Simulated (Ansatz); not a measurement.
Reaction R1 → 2 P1, each structure at its B3LYP-D3(BJ)/def2-TZVP stationary point, reached from a drawn start (curvature not checked).
P1: O atom, charge 0, multiplicity 3.
R1: O2 (SMILES O=O), charge 0, multiplicity 3.

P less R. No zero-point or thermal terms; open shells are unrestricted; no spin–orbit coupling.

Correlated levels freeze the cores.

Run with Ansatz (a first-principles code). All values are computed, each at the level named.

Total energies in hartree:

| structure | PBE/def2-TZVPP | B3LYP/def2-TZVPP | CCSD(T)/cc-pVQZ |
|---|---|---|---|
| P1 | -75.009672 | -75.096275 | -74.993566 |
| R1 | -150.248609 | -150.389760 | -150.173871 |

Question: Work out the reaction energy at each level in kcal/mol (1 hartree = 627.50947 kcal/mol), and say how far PBE/def2-TZVPP lies from CCSD(T)/cc-pVQZ.

Answer: 
- PBE/def2-TZVPP: 2 × (-75.009672) − (-150.248609) = 0.229265 hartree = 143.87 kcal/mol
- B3LYP/def2-TZVPP: 2 × (-75.096275) − (-150.389760) = 0.197210 hartree = 123.75 kcal/mol
- CCSD(T)/cc-pVQZ: 2 × (-74.993566) − (-150.173871) = 0.186739 hartree = 117.18 kcal/mol
PBE/def2-TZVPP less CCSD(T)/cc-pVQZ: 26.69 kcal/mol. CCSD(T)/cc-pVQZ is the level counted from, the highest shown, and no exact or measured value.
